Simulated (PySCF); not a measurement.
Compound: C₂H₆BF₃S.
SMILES: `C[S+](C)[B-](F)(F)F`

Linear response at B3LYP/def2-SVPD (PySCF, frozen core in the response, non-relativistic). Isolated species at its PBE0-D3(BJ)/def2-SVP geometry, gas phase.

Static isotropic polarisability: 62.88 au (9.32 Å³), principal values 55.1, 66.8, 66.8 au.

(1) What is the polarisability at 1064 nm and at the sodium D line?

(2) What is the isotropic C6 coefficient between two such molecules, C6 = (3/π)∫α(iω)² dω?

(3) Which effective excitation energy ω̄ makes London's formula C6 = (3/4)α²ω̄ exact here?

(4) What three-body coefficient follows from the one-pole estimate C9 = (3/4)·α·C6?

(5) How anisotropic is the static polarisability, by Δα² = ½[(α1 − α2)² + (α2 − α3)² + (α3 − α1)²]?

(6) What n − 1 at the D line would an ideal gas of it have at 273.15 K and 1 atm (2.6868 × 10¹⁹ cm⁻³), by n − 1 = 2π·N·α′?

## Answers

(1) 63.31 au at 1064 nm (+0.7 %), 64.33 au at 589.3 nm (+2.3 %). The rise at 589.3 nm is 3.34 times that at 1064 nm; a pure ω² law gives 3.26. The lowest singlet lies at 186 nm, shorter than both wavelengths.

(2) 1798 au (Eh·bohr⁶) by a ten-point quadrature over imaginary frequencies, which is 1070 eV·Å⁶ or 104 J·nm⁶/mol.

(3) ω̄ = 4·C6/(3α²) = 0.606 Eh = 16.5 eV. A one-pole form α(ω) = α/(1 − ω²/ω̄²) fitted to the 1064 nm value gives 14.1 eV.

(4) 84800 au. This is an estimate from the two numbers above, not a computed integral.

(5) Δα = 11.7 au, or 0.19 of the isotropic value.

(6) 16.09 × 10⁻⁴, a formal value whether or not that pressure can be reached.

Shape of the structure used: `[CH3:1][S+:2]([CH3:3])[B-:4]([F:5])([F:6])[F:7]`: C1–S2–B4–F5 -65°.
